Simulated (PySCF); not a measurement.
C3S2, SMILES C(=C=S)=C=S. The structure is a stationary point at PBE0-D3(BJ)/def2-SVP.

Question: Give the equilibrium geometry at PBE0-D3(BJ)/def2-SVP (PySCF confirms it by a frequency run) as Cartesian coordinates in Å, and its point group. (An estimate is asked for; the answer gives what the named calculation found.)

Answer: point group D∞h.
```xyz
5

S      0.0000     0.0000    -2.8402
C      0.0000     0.0000    -1.2831
C      0.0000     0.0000     0.0000
C      0.0000     0.0000     1.2831
S      0.0000     0.0000     2.8402
```
Charge 0, spin multiplicity 1.
